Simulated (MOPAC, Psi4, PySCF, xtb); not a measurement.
Interaction energy of Cl2 ··· H6Si2 (SMILES ClCl and [SiH3][SiH3]). Monomers: optimised at B3LYP-D3(BJ) (def2-TZVP), held rigid. Orientation: lowest of the rigid-body minima from ten starts at GFN2-xTB. The monomers approach along the line of their centres of mass (distance R); nothing else relaxes.

Methods: RMP2/3-21G = restricted MP2 (frozen core)/3-21G, no counterpoise correction (PySCF 2.14.0); GFN1-xTB (xtb); PM3, restricted, heats of formation (MOPAC); SAPT0/jun-cc-pVDZ, frozen core (Psi4).

Interaction energies in kJ/mol; the last columns give the difference from SAPT0:

```json
[
 {"R / Å": "4.76", "RMP2/3-21G": "83.05", "GFN1-xTB": "-40.83", "PM3": "-2.85", "SAPT0/jun-cc-pVDZ": "79.09", "RMP2/3-21G − SAPT0/jun-cc-pVDZ": "3.96", "GFN1-xTB − SAPT0/jun-cc-pVDZ": "-119.92", "PM3 − SAPT0/jun-cc-pVDZ": "-81.94"},
 {"R / Å": "4.98", "RMP2/3-21G": "35.46", "GFN1-xTB": "-37.78", "PM3": "-12.14", "SAPT0/jun-cc-pVDZ": "39.01", "RMP2/3-21G − SAPT0/jun-cc-pVDZ": "-3.55", "GFN1-xTB − SAPT0/jun-cc-pVDZ": "-76.79", "PM3 − SAPT0/jun-cc-pVDZ": "-51.15"},
 {"R / Å": "5.16", "RMP2/3-21G": "14.61", "GFN1-xTB": "-30.44", "PM3": "-9.41", "SAPT0/jun-cc-pVDZ": "20.92", "RMP2/3-21G − SAPT0/jun-cc-pVDZ": "-6.31", "GFN1-xTB − SAPT0/jun-cc-pVDZ": "-51.36", "PM3 − SAPT0/jun-cc-pVDZ": "-30.33"},
 {"R / Å": "5.35", "RMP2/3-21G": "2.83", "GFN1-xTB": "-22.59", "PM3": "-5.17", "SAPT0/jun-cc-pVDZ": "10.12", "RMP2/3-21G − SAPT0/jun-cc-pVDZ": "-7.29", "GFN1-xTB − SAPT0/jun-cc-pVDZ": "-32.71", "PM3 − SAPT0/jun-cc-pVDZ": "-15.30"},
 {"R / Å": "5.53", "RMP2/3-21G": "-2.50", "GFN1-xTB": "-16.35", "PM3": "-2.18", "SAPT0/jun-cc-pVDZ": "4.54", "RMP2/3-21G − SAPT0/jun-cc-pVDZ": "-7.04", "GFN1-xTB − SAPT0/jun-cc-pVDZ": "-20.88", "PM3 − SAPT0/jun-cc-pVDZ": "-6.71"},
 {"R / Å": "5.77", "RMP2/3-21G": "-4.81", "GFN1-xTB": "-10.28", "PM3": "-0.06", "SAPT0/jun-cc-pVDZ": "0.93", "RMP2/3-21G − SAPT0/jun-cc-pVDZ": "-5.74", "GFN1-xTB − SAPT0/jun-cc-pVDZ": "-11.21", "PM3 − SAPT0/jun-cc-pVDZ": "-0.99"},
 {"R / Å": "6.05", "RMP2/3-21G": "-4.42", "GFN1-xTB": "-5.96", "PM3": "0.68", "SAPT0/jun-cc-pVDZ": "-0.58", "RMP2/3-21G − SAPT0/jun-cc-pVDZ": "-3.84", "GFN1-xTB − SAPT0/jun-cc-pVDZ": "-5.38", "PM3 − SAPT0/jun-cc-pVDZ": "1.26"},
 {"R / Å": "6.37", "RMP2/3-21G": "-2.96", "GFN1-xTB": "-3.36", "PM3": "0.64", "SAPT0/jun-cc-pVDZ": "-0.92", "RMP2/3-21G − SAPT0/jun-cc-pVDZ": "-2.04", "GFN1-xTB − SAPT0/jun-cc-pVDZ": "-2.44", "PM3 − SAPT0/jun-cc-pVDZ": "1.56"},
 {"R / Å": "6.82", "RMP2/3-21G": "-1.35", "GFN1-xTB": "-1.74", "PM3": "0.35", "SAPT0/jun-cc-pVDZ": "-0.75", "RMP2/3-21G − SAPT0/jun-cc-pVDZ": "-0.60", "GFN1-xTB − SAPT0/jun-cc-pVDZ": "-1.00", "PM3 − SAPT0/jun-cc-pVDZ": "1.10"},
 {"R / Å": "7.55", "RMP2/3-21G": "-0.34", "GFN1-xTB": "-0.79", "PM3": "0.12", "SAPT0/jun-cc-pVDZ": "-0.40", "RMP2/3-21G − SAPT0/jun-cc-pVDZ": "0.06", "GFN1-xTB − SAPT0/jun-cc-pVDZ": "-0.39", "PM3 − SAPT0/jun-cc-pVDZ": "0.52"},
 {"R / Å": "8.58", "RMP2/3-21G": "-0.09", "GFN1-xTB": "-0.30", "PM3": "0.05", "SAPT0/jun-cc-pVDZ": "-0.17", "RMP2/3-21G − SAPT0/jun-cc-pVDZ": "0.08", "GFN1-xTB − SAPT0/jun-cc-pVDZ": "-0.13", "PM3 − SAPT0/jun-cc-pVDZ": "0.22"},
 {"R / Å": "9.84", "RMP2/3-21G": "-0.04", "GFN1-xTB": "-0.11", "PM3": "0.03", "SAPT0/jun-cc-pVDZ": "-0.07", "RMP2/3-21G − SAPT0/jun-cc-pVDZ": "0.03", "GFN1-xTB − SAPT0/jun-cc-pVDZ": "-0.03", "PM3 − SAPT0/jun-cc-pVDZ": "0.10"}
]
```

RMP2/3-21G is furthest from SAPT0/jun-cc-pVDZ at 5.35 (-7.29 kJ/mol, below); its mean absolute difference over the points is 3.38 kJ/mol.

GFN1-xTB is furthest from SAPT0/jun-cc-pVDZ at 4.76 (-119.92 kJ/mol, below); its mean absolute difference over the points is 26.85 kJ/mol.

PM3 is furthest from SAPT0/jun-cc-pVDZ at 4.76 (-81.94 kJ/mol, below); its mean absolute difference over the points is 15.93 kJ/mol.
